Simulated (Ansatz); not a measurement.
`S[SiH2][GeH3]` + `BS[SiH3]` → `[SiH3][SiH2]S` + `B[S][GeH3]`  (redistribution)

Computed with Ansatz on PBE0-D4/def2-TZVP structures; ΔE is electronic, products minus reactants. CBS: MP2 limit from def2 TZ/QZ plus the TZ coupled-cluster correction, frozen cores. For Ge outer-core shells are correlated without core-valence functions, which leaves a few kJ/mol of doubt a bond. Scalar relativity is left out up to krypton. Each species was taken in one conformer, which may not be the lowest.

```
        species  HF/def2-SVP energy (Eh)
`S[SiH2][GeH3]`              -2764.86310
     `BS[SiH3]`               -713.85330
`[SiH3][SiH2]S`               -978.59777
   `B[S][GeH3]`              -2500.11132
```

Problem. Work out ΔE.

Solution. ΔE = (-978.59777) + (-2500.11132) − (-2764.86310) − (-713.85330) = 0.00731 Eh = +19.2 kJ/mol. CCSD(T)/CBS gives +25.5 kJ/mol.

Largest T1 diagnostic among the species: 0.014.

Leaving LDA and LC-ωPBE aside and taking each functional with its dispersion term where it has one, the values, not all of them listed here, spread over 6.4 kJ/mol, from B97M-V to ωB97M-V. At CCSD(T), def2-SVP lies −6.7 kJ/mol from the extrapolated value and def2-TZVPP −3.4 kJ/mol.
